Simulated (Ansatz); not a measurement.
C3H7BFN, SMILES C=C(C)B(N)F.

Coordinates come from a B3LYP-D3(BJ)/def2-SVP optimisation. This is a generated structure with no PubChem entry under its InChIKey; it may be hypothetical. One conformer was computed; it need not be the lowest.

Two levels are set side by side: PBE/def2-SVPD (Ansatz, an electronic-structure program) and PBE0/def2-SVPD (Ansatz). Energy differences of separate SCF runs at the same geometry; the states with an electron removed or added have multiplicity 2 and 2. Differences are taken from unrounded values.

| quantity | PBE0 |
|---|---|
| vertical ionisation energy (eV) | 9.45 |
| vertical singlet–triplet gap (eV) | 3.81 |

Question: What does PBE give, and how far is it from PBE0? (The exact figures need the calculation; the answer reports its results.)

Answer: 
| quantity | PBE | PBE minus PBE0 |
|---|---|---|
| vertical ionisation energy (eV) | 9.28 | -0.17 |
| vertical singlet–triplet gap (eV) | 3.92 | 0.11 |
